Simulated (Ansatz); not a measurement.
Species: boronic acid, sum formula H₃BO₂ (charge 0, singlet). SMILES: OBO
Structure (B3LYP-D3(BJ)/def2-TZVP (Ansatz, a program for electronic structure) minimum search):
```xyz
6

B     -0.0618     0.4717    -0.0887
O      1.1892     0.1032     0.2852
O     -1.0389    -0.4792    -0.1889
H     -0.2682     1.6242    -0.3195
H      1.2676    -0.8443     0.4518
H     -1.8927    -0.1309    -0.4590
```
Charge 0, spin multiplicity 1.

Wanted: atomisation energy (electronic, to ground-state atoms), in kJ/mol. Valence correlation only, unless marked. UHF or UKS for open shells. Spin-orbit coupling is left out. No relativistic terms. The coupled-cluster limit lacks core correlation, which all-electron functionals hold. CBS marks a two-point X^-3 extrapolation of the correlation energy; Hartree-Fock from the larger set.

```csv
level,program,atomisation energy (kJ/mol)
B3LYP/def2-TZVPD,Ansatz,[?]
"CCSD(T)/CBS(cc-pVTZ,cc-pVQZ)",Ansatz,[?]
```

Q: Some entries are withheld; supply them.

A: 
- B3LYP/def2-TZVPD, atomisation energy (kJ/mol): 2436.1
- CCSD(T)/CBS(cc-pVTZ,cc-pVQZ), atomisation energy (kJ/mol): 2452.9
